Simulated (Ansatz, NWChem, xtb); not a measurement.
Ligand exchange: SiH3(GeH3) + SiH3(InH2) → GeH2(SiH3)2 + InH3

Gas-phase species: SiH3(GeH3), singlet; SiH3(InH2), singlet; GeH2(SiH3)2, singlet; InH3 `[InH3]`, singlet. The partners trade H for SiH3: Ge–H and In–SiH3 bonds give way to Ge–SiH3 and In–H.

Shapes, held fixed at every level: PBE0-D4/def2-TZVP. Programs: Ansatz 0.2.0, xtb 6.7.1. Electronic energies: no zero-point or thermal term.

```json
{"level": "GFN1-xTB", "kind": "semi-empirical", "ΔE (kJ/mol)": "-54.3", "less CCSD(T)/def2-TZVPP": "-62.6"}
{"level": "SPW92/def2-TZVPP", "kind": "LDA", "ΔE (kJ/mol)": "+9.4", "less CCSD(T)/def2-TZVPP": "+1.1"}
{"level": "PBE-D4/def2-TZVPP", "kind": "GGA", "ΔE (kJ/mol)": "+8.6", "less CCSD(T)/def2-TZVPP": "+0.3"}
{"level": "BHLYP-D4/def2-TZVPP", "kind": "global hybrid", "ΔE (kJ/mol)": "+7.6", "less CCSD(T)/def2-TZVPP": "-0.7"}
{"level": "PBE0-D4/def2-TZVPP", "kind": "global hybrid", "ΔE (kJ/mol)": "+7.9", "less CCSD(T)/def2-TZVPP": "-0.4"}
{"level": "r2SCAN0-D4/def2-TZVPP", "kind": "global hybrid", "ΔE (kJ/mol)": "+7.7", "less CCSD(T)/def2-TZVPP": "-0.6"}
{"level": "CCSD(T)/def2-SVP", "kind": "coupled cluster or CI", "ΔE (kJ/mol)": "+12.6", "less CCSD(T)/def2-TZVPP": "+4.3"}
{"level": "CCSD/def2-SVP", "kind": "coupled cluster or CI", "ΔE (kJ/mol)": "+13.4", "less CCSD(T)/def2-TZVPP": "+5.1"}
{"level": "CCSD(T)/def2-TZVPP", "kind": "coupled cluster or CI", "ΔE (kJ/mol)": "+8.3", "less CCSD(T)/def2-TZVPP": "0.0"}
```

The highest level, CCSD(T)/def2-TZVPP, gives ΔE = +8.3 kJ/mol; the levels span -54.3 to +13.4. They disagree on the sign: 8 of 9 are positive. GFN1-xTB strays far from the other rows. The column of differences is taken from that level and isn't an error. No measured value is set beside it here. For atoms past krypton def2 sets carry core potentials with scalar relativity. Relativity is left out for Ge. Outer-core shells of Ge, In are correlated, in sets that cover them unevenly.
